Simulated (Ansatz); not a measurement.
Consider the formal exchange of groups at the Si–C bond: `C[SiH](S)S` + `C=NC(=C)C` → `C=N[SiH](S)S` + `C=C(C)C`.

Isolated molecules relaxed with PBE0-D4/def2-TZVP in Ansatz; ΔE leaves out vibrations. CCSD(T)/CBS is the MP2 limit (def2-TZVPP, def2-QZVPP) plus CCSD(T) − MP2 in def2-TZVPP, frozen cores. This one scheme is used for every species. DFT in def2-TZVPP. B3LYP here is the variant with VWN-RPA as its local correlation; programs differ in this. Each species was taken in one conformer, which may not be the lowest.

(1) Is it downhill or uphill in electronic energy at CCSD(T)/CBS, and by how much? (Estimate.)

(2) What do these levels give: r2SCAN-D4, ωB97M-V, B2PLYP, r2SCAN, B3LYP, HF/def2-QZVPP? (Best estimate.)

Largest T1 diagnostic among the species: 0.013.

Answers

(1) The calculation gave: Downhill: ΔE = -0.32 eV.

(2) Computed: r2SCAN-D4 -0.26, ωB97M-V -0.31, B2PLYP -0.32, r2SCAN -0.25, B3LYP -0.31, HF/def2-QZVPP -0.42 eV.

In def2-TZVPP, CCSD(T) changes the Hartree–Fock value by +0.10 eV (the triples alone add +0.02 eV) and MP2 by +0.10 eV.
